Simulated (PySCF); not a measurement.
# Excitation energy of Os by level of theory

Os [Xe] 4f14 5d6 6s2 (5D) → Os [Xe] 4f14 5d7 6s1 (5F), as a difference of total energies. All numbers are calculated (PySCF 2.14, scalar relativity by spin-free X2C-1e, in x2c-TZVPPall with one added diffuse shell each of s, p, d, f type (12s8p8d4f1g, 113 functions)). Correlated levels: valence: [Xe] 4f14 frozen. The calculations carry no spin-orbit coupling.

```
           method  excitation energy (cm⁻¹)
              UHF                    5499.3
              LDA                    4505.6
              PBE                    3525.4
             PBE0                    3386.8
           r2SCAN                    2991.0
    MP2 (valence)                    4716.5
SCS-MP2 (valence)                    4966.6
```

Errors of the correlated levels include the incompleteness of this basis and the frozen core.

Problem. Which method comes closest to the reference value, and which is furthest?

Solution. The reference is 6433.0 cm⁻¹ (measured; NIST levels, between the centres of gravity of the two terms). Closest: UHF (error -933.70 cm⁻¹); furthest: r2SCAN (error -3442.0 cm⁻¹).
